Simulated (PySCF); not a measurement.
Mg: excitation energy

Mg [Ne] 3s2 (1S) → Mg [Ne] 3s1 3p1 (3P), as a difference of total energies. All numbers are calculated (PySCF 2.14, the spin-free X2C one-electron Hamiltonian (Gaussian nucleus), in aug-cc-pVDZ-DK (5s4p2d, 27 functions)). Correlated levels: valence: [Ne] frozen. The calculations carry no spin-orbit coupling.

```tsv
method	excitation energy (eV)	error (eV)
UHF	1.815	-0.899
MP2 (valence)	2.350	-0.364
SCS-MP2 (valence)	2.504	-0.210
CCSD (valence)	2.600	-0.114
```

Reference: 2.714 eV (measured; NIST levels, between the centres of gravity of the two terms).

Errors of the correlated levels include the incompleteness of this basis and the frozen core.

With two correlated electrons CCSD is exact in that space.
